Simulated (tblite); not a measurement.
C3H14N3PSi.
Geometry (GFN2-xTB, Å), atoms numbered from 1 in this order:
```xyz
22
C3H14N3PSi angstrom
N     -0.541    2.256   -0.168
C     -1.321    1.049   -0.004
C     -0.492   -0.248    0.105
C     -1.375   -1.472    0.426
N     -1.960   -1.500    1.750
N      0.266   -0.500   -1.098
Si     1.880   -0.021   -1.420
P      2.710    0.630    0.557
H      0.007    2.206   -1.021
H      0.113    2.357    0.604
H     -1.999    0.967   -0.860
H     -1.925    1.169    0.900
H      0.238   -0.119    0.919
H     -2.191   -1.528   -0.302
H     -0.760   -2.371    0.316
H     -1.233   -1.436    2.456
H     -2.592   -0.719    1.884
H     -0.330   -0.739   -1.876
H      2.569   -1.172   -2.014
H      2.012    1.144   -2.313
H      2.900   -0.646    1.051
H      4.014    0.711    0.107
```

Level: GFN2-xTB in tblite, geometry and Hessian alike; calculated harmonic values, unscaled, isolated species. The method is semi-empirical: single wavenumbers can be off by several per cent or more. Modes of hydrogen on phosphorus and silicon can be 10 to 20 % off. One conformer, not necessarily the lowest.

Harmonic wavenumbers (cm⁻¹): 42.6, 60.2, 73.9, 95.3, 113.0, 149.2, 206.8, 225.3, 291.8, 320.6, 322.9, 384.2, 424.9, 446.2, 469.0, 487.3, 510.4, 565.2, 663.6, 697.7, 715.9, 807.9, 820.5, 849.2, 922.0, 940.7, 952.6, 1002.9, 1043.3, 1073.8, 1116.2, 1125.0, 1147.7, 1152.1, 1172.3, 1248.8, 1278.9, 1312.2, 1316.0, 1323.8, 1329.2, 1378.6, 1468.4, 1477.0, 1566.5, 1570.1, 2140.9, 2203.9, 2317.2, 2403.0, 2867.9, 2946.0, 2949.1, 2956.0, 2958.2, 3371.3, 3389.7, 3402.3, 3421.7, 3448.2.

A = 1749, B = 795.6, C = 749.9 MHz; mass 151.069 u (most abundant isotopes); point group C1, symmetry number 1.

Q: What is the zero-point energy?

A: ½Σν̃ = 38719 cm⁻¹ = 463.18 kJ/mol.

Q: Give the ideal-gas entropy at 200 K and 1 bar in the rigid-rotor, harmonic-oscillator model (classical rotation).

A: Translation 163.14, rotation 121.01, vibration 108.94: S = 393.1 J/(mol K).

Q: And Cp and H(200 K) − H(0)?

A: Cp = 146.13 J/(mol K), of which vibrations give 112.87 (their classical limit is 60 R = 498.9); H(200 K) − H(0) = 18.32 kJ/mol without the zero-point energy, 11.67 from vibrations.

Q: What must be added to the electronic energy to get the Gibbs energy at 200 K and 1 bar?

A: ZPE + [H(200 K) − H(0)] − T·S = 463.18 + 18.32 − 78.62 = 402.88 kJ/mol.

Q: How do the functions run with temperature in this model?

A: 
| T (K) | S (J/(mol K)) | Cp (J/(mol K)) | H − H(0) (kJ/mol) | G − H(0) (kJ/mol) | ln q(vib) |
| --- | --- | --- | --- | --- | --- |
| 100 | 311.8 | 93.7 | 6.30 | -24.88 | 2.52 |
| 300 | 461.9 | 196.4 | 35.46 | -103.10 | 9.54 |
| 500 | 583.4 | 282.0 | 83.77 | -207.93 | 16.18 |
| 800 | 735.5 | 364.4 | 181.83 | -406.58 | 25.41 |
| 1000 | 820.9 | 400.5 | 258.50 | -562.41 | 31.03 |

q(vib) and H(0) count from the zero-point level.

Hindered rotation and anharmonicity are outside this model. Other conformers, if any are populated, would add a mixing term that is left out. The structure is chiral; the term R ln 2 for an equal mix with its mirror image is left out.
